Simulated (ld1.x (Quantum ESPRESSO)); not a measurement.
# Cu: one change to a TM potential, before and after

Cu, norm-conserving Troullier–Martins (Kleinman–Bylander form), made with ld1.x (Quantum ESPRESSO) 7.5 (PBE, scalar-relativistic). Core [Ne] 3s2, reference 3p6 3d10 4s0 4p0 (charge +1). Waves: 4s (bound, empty): rc 1.80 bohr; 3p (bound): rc 0.80 bohr; 3d (bound): rc 1.50 bohr. Local part: all-electron potential smoothed inside 1.80 bohr (lloc = -2). Core correction: a·sin(br)/r model core, default radius (core density twice the valence density).

All-electron outer shells of the reference configuration (PBE, scalar-relativistic, ld1.x):

```tsv
shell	level (eV)	outermost node (bohr)	outermost maximum (bohr)
3s	-123.32	0.29	0.61
3p	-80.79	0.26	0.62
3d	-13.66	–	0.60
4s	-11.89	0.89	2.13
4p	-6.55	0.97	2.81
```

Change: local potential the s channel.

Cutoffs: the cutoffs (Ry, on a coarse ladder) from which the occupation-weighted sum of valence levels, in a spherical-Bessel basis at the reference potential, stays within 10 and 1 mRy of its value at 400 Ry; they do not see the model core or the augmentation charge, which bear on the density cutoff. Errors are all-electron minus pseudo energies relative to the spin-unpolarised reference configuration.

Task: Predict the effect on cutoff, ghosts and configuration errors.

Result: The potential gets neither clearly harder nor softer (180 Ry and 300 Ry → 180 Ry and 300 Ry); of the 7 tests that both files solve, the error grows in 7 and shrinks in 0 by more than 15 % and 0.3 meV (median size 98.4 → 204.6 meV); the range in which the s phases agree widens (upper end 1.2 → 3.8); the range in which the p phases agree narrows (upper end -1.1 → -2.2); neither file shows a bound ghost at the reference potential, the only one tested.

```csv
quantity,base,changed
"cutoff, loose",180 Ry,180 Ry
"cutoff, tight",300 Ry,300 Ry
bound ghosts,none,none
"error for 3p6 3d10 4s1 4p0, meV [ΔE -8.15 eV]",-6.8,-8.6
"error for 3p6 3d9 4s0 4p0, meV [ΔE 21.33 eV]",-79,-190
"error for 3p6 3d8 4s0 4p0, meV [ΔE 60.35 eV]",-369,-912
"error for 3p6 3d9 4s1 4p0, meV [ΔE 3.43 eV]",-98,-205
"error for 3p6 3d10 4s0 4p1, meV [ΔE -4.01 eV]",-192,-420
"error for 3p6 3d9 4s2 4p0, meV [ΔE -6.18 eV]",-137,-244
"error for 3p6 3d10 4s0.5 4p0, meV [ΔE -4.99 eV]",-1.9,-2.3
s: phases at 1.94 bohr within 0.05 rad from the reference energy up to (Ry; the scan ends near 5),1.2,3.8
p: phases at 1.94 bohr within 0.05 rad from the reference energy up to (Ry; the scan ends near 5),-1.1,-2.2
d: phases at 1.94 bohr within 0.05 rad from the reference energy up to (Ry; the scan ends near 5),1.0,0.2
```

Changed file: These tests converged, but a pseudo level misses the all-electron one widely, so the file describes the atom poorly there or has found another state: 3p6 3d8 4s0 4p0: empty 4p by 3.1 eV (a node warning on the way).
